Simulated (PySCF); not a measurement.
# TeO₂²⁺, singlet: computed properties

These are results of PySCF, PBE0, basis Te x2c-TZVPall, O x2c-TZVPall (spin-free X2C, no spin–orbit coupling, density fitting), not measurements.

The structure is a minimum.

- Point group: D∞h
- Bond lengths: Te–O 1.742 Å (×2)
- Bond angles: O–Te–O 180.0°
- Highest occupied level: -25.19 eV
- Principal quadrupole moments (Buckingham, traceless) about the centre of mass: -1.28, -1.28, 2.56 D Å
- Principal polarisabilities: 18.4, 18.4, 48.4 bohr³
- Lowest empty level: -20.53 eV
- Rotational symmetry number: 2
- Entropy at 298.15 K and 1 bar: 279.1 J/(mol K)
- Zero-point energy: 11.4 kJ/mol
- Rotational constants: 0.1737 cm⁻¹
- Dipole moment about the centre of mass: 0.00 D
- Heat capacity Cp at 298.15 K: 49.7 J/(mol K)
- Enthalpy at 298.15 K above 0 K: 13.45 kJ/mol

Harmonic modes (masses in u: Te 129.906, O 15.995):
| symmetry | ω (cm⁻¹) | IR (km/mol, summed over degenerate members) | type |
| --- | --- | --- | --- |
| πu | 39 | 10.0 | bend |
| σg+ | 873 | 0.0 | stretch |
| σu+ | 953 | 4.4 | stretch |

In D∞h the vibrations span πu + σg+ + σu+. The σg+ mode carries no infrared intensity, as symmetry demands. With a centre of inversion only u modes can be infrared active and only g modes Raman active.

Charges (e):
| atom | Mulliken | Löwdin | polar tensor | Mayer order to Te1 |
| --- | --- | --- | --- | --- |
| Te1 | 1.91 | 2.11 | 1.73 | – |
| O2,3 | 0.04 | -0.06 | 0.13 | 2.07 |
Other Mayer orders above 0.3: O–O 0.40.

Mulliken populations on Te1: s 9.55, p 20.03, d 20.38, f 0.12.

Counting electrons, tellurium keeps none of its valence electrons outside its bonds, so the VSEPR class is AX2 and the expected shape is linear (D∞h), as computed.

Other isomers or separated fragments may lie lower.

The final relaxation and frequency run took of the order of 80 core-seconds on a shared host.
